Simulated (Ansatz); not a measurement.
Harmonic frequencies (cm⁻¹) at PBE0-D4/def2-TZVP from Ansatz: 117, 156, 191, 250, 277, 457, 584, 626, 700, 801, 911, 930, 942, 1017, 1082, 1298, 2145, 2230, 2238, 2248, 3097.

Question: Which molecule is it?
A. `BSBC`
B. `BC(=C)C`
C. `CC1B[SiH2]O1`
D. `FC([SiH3])[TeH]`

Answer: D.
